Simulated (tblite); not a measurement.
C₆H₈ClFSi.
Z-matrix (Å and degrees, GFN2-xTB geometry), rows numbered from 1:
```
C 
C   1  1.3359
C   2  1.4504  1  120.00
C   3  1.3309  2  125.32  1   179.20
F   4  1.3578  3  117.79  2  -178.70
C   4  1.4951  3  130.15  2     0.59
C   6  1.5174  4  113.13  3    28.93
Cl  7  1.7978  6  109.11  4    65.59
Si  2  1.8850  1  122.59  3   179.94
H   1  1.0759  2  121.51  3  -179.84
H   1  1.0792  2  122.11  3     0.10
H   3  1.0825  2  117.06  1    -0.87
H   6  1.0949  4  107.65  3   151.79
H   6  1.0963  4  109.30  3   -91.79
H   7  1.0890  6  109.78  4  -179.18
H   9  1.4591  2  113.28  1    42.31
H   9  1.4691  2  111.68  1   -85.35
```

Calculated harmonic vibrations of the isolated species, GFN2-xTB (tblite), most abundant isotopes, no scaling. Against measured fundamentals such values can be off by several per cent, at times by over 20. Modes of hydrogen on silicon can be 10 to 20 % off. One conformer, not necessarily the lowest.

Harmonic wavenumbers (cm⁻¹): 42.7, 79.3, 156.4, 175.8, 258.0, 293.2, 296.3, 387.9, 397.1, 426.6, 483.9, 515.4, 564.6, 592.9, 613.2, 657.2, 684.7, 711.6, 753.5, 762.8, 862.5, 880.6, 896.7, 956.7, 988.3, 1063.9, 1109.1, 1149.5, 1191.7, 1211.8, 1251.3, 1281.5, 1350.2, 1413.4, 1445.2, 1630.0, 1698.0, 2225.6, 2312.7, 2919.6, 2957.1, 2969.8, 3061.9, 3080.3, 3128.0.

A = 1247, B = 1197, C = 787.0 MHz; mass 162.007 u (most abundant isotopes); point group C1, symmetry number 1.

Problem. What is the zero-point energy?

Solution. Half the sum of the wavenumbers: 25944 cm⁻¹ = 310.36 kJ/mol.

Problem. What is S at 500 K and 1 bar for an ideal gas of classical rigid rotors and harmonic oscillators?

Solution. Translation 183.05, rotation 131.94, vibration 197.61: S = 512.6 J/(mol K).

Problem. And Cp and H(500 K) − H(0)?

Solution. Cp = 235.93 J/(mol K), of which vibrations give 202.67 (their classical limit is 45 R = 374.2); H(500 K) − H(0) = 69.23 kJ/mol without the zero-point energy, 52.60 from vibrations.

Problem. Blend soft modes into free rotors: weight 1/[1 + (100 cm⁻¹/ν̃)⁴] for the oscillator and the rest for a rotor with moment μB/(μ + B), μ = h/(8π²ν), B = 10⁻⁴⁴ kg m². What vibrational entropy results?

Solution. 185.14 J/(mol K) in place of 197.61, which changes −T·S at 500 K by +6.23 kJ/mol.

Problem. How do the functions run with temperature in this model?

Solution. 
| T (K) | S (J/(mol K)) | Cp (J/(mol K)) | H − H(0) (kJ/mol) | G − H(0) (kJ/mol) | ln q(vib) |
| --- | --- | --- | --- | --- | --- |
| 150 | 323.1 | 93.8 | 9.12 | -39.35 | 2.49 |
| 250 | 382.5 | 142.3 | 20.93 | -74.68 | 4.81 |
| 298.15 | 409.4 | 164.1 | 28.32 | -93.75 | 6.00 |
| 400 | 463.5 | 204.4 | 47.15 | -138.23 | 8.57 |
| 600 | 557.9 | 261.0 | 94.12 | -240.62 | 13.62 |
| 900 | 674.3 | 311.6 | 180.72 | -426.11 | 20.71 |

q(vib) and H(0) count from the zero-point level.

Problem. Which modes carry the vibrational entropy at 500 K?

Solution. 42.7 cm⁻¹: 25.75; 79.3 cm⁻¹: 20.62; 156.4 cm⁻¹: 15.02; 175.8 cm⁻¹: 14.07; 258.0 cm⁻¹: 10.98; 293.2 cm⁻¹: 9.97 J/(mol K); the other 39 give 101.20 together.

Hindered rotation and anharmonicity are outside this model. Other conformers, if any are populated, would add a mixing term that is left out. The structure is chiral; the term R ln 2 for an equal mix with its mirror image is left out.
